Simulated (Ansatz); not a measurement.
Basis-set extrapolation for AlClFH₃O₄Si, SMILES `O[Si](O)(O)[O][Al]([F])[Cl]` (PBE0-D4/def2-TZVP geometry, frozen core, the Gaussian-basis code of Ansatz). Multiplicity 1, RHF reference.

```tsv
	def2-TZVPP	def2-QZVPP
HF	-1391.676758	-1391.726914
MP2 correlation	-1.562499	-1.701566
CCSD(T) correlation	-1.641949	not run
```

Energies in hartree. Use E(X) = E(∞) + A·exp(−7.88·√X) for Hartree–Fock and E(X) = E(∞) + B·X^(−2.97) for correlation, with X = 3 and 4, and add CCSD(T) minus MP2 of the smaller set to the MP2 limit.

What is the CCSD(T) energy at the basis-set limit?

HF limit: -1391.726914 + (-0.050156) × 0.13774 = -1391.73382. MP2 limit: -1.701566 + (-0.139067) × 0.74074 = -1.80458. Higher-order term: -1.641949 − (-1.562499) = -0.07945. Total: -1393.61785 hartree, 785.4 kJ/mol below CCSD(T)/def2-TZVPP.
